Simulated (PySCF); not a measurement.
Gas-phase thermal properties of Sb(CH₃)₃

Computed with PySCF (xtb for GFN2) and rigid-rotor harmonic-oscillator thermochemistry at 1 bar. All species are closed-shell singlets. Sb: scalar-relativistic def2 core potential, no spin-orbit coupling. The harmonic model lacks anharmonicity and excited electronic states, which grow with temperature; levels with a mode under 35 cm⁻¹ are left out. Soft modes under 120 cm⁻¹ make the harmonic entropy rough for Sb(CH₃)₃.

```json
[
 {"level": "GFN2-xTB", "point group": "C3v", "σ": "3", "ZPE (kJ/mol)": "280.7", "S°298 (J/mol/K)": "363.2", "Cp298 (J/mol/K)": "118.8", "S°1000 (J/mol/K)": "568.2", "H1000 − H298 (kJ/mol)": "126.3"},
 {"level": "PBE/def2-SVP", "point group": "C3v", "σ": "3", "ZPE (kJ/mol)": "275.5", "S°298 (J/mol/K)": "362.1", "Cp298 (J/mol/K)": "122.0", "S°1000 (J/mol/K)": "571.7", "H1000 − H298 (kJ/mol)": "128.9"},
 {"level": "PBE0/def2-TZVP", "point group": "C3v", "σ": "3", "ZPE (kJ/mol)": "284.6", "S°298 (J/mol/K)": "357.7", "Cp298 (J/mol/K)": "118.3", "S°1000 (J/mol/K)": "562.7", "H1000 − H298 (kJ/mol)": "126.2"}
]
```
σ: rotational symmetry number. Electronic degeneracy used: 1. Frequencies are unscaled.
